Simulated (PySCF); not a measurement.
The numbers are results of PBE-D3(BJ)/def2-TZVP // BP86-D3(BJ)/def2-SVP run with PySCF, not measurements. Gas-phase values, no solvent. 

Reference species: [Ti(F)4] (neutral, multiplicity 1).

The HOMO–LUMO gap is 6.33 eV and the coordination number is 4. The charge on the central atom (meta-Löwdin) is 1.54 e.

Changed species: [Ti(F)(H)3] (3 of 4 F replaced by H; the reference has 0 of 4 F replaced by H).

Problem. Give the shifts of the HOMO–LUMO gap, coordination number and charge on the central atom (meta-Löwdin).

Solution. the HOMO–LUMO gap falls by 3.04 eV, to 3.29 eV; the coordination number stays essentially unchanged; the charge on the central atom (meta-Löwdin) falls by 0.49 e, to 1.05 e.
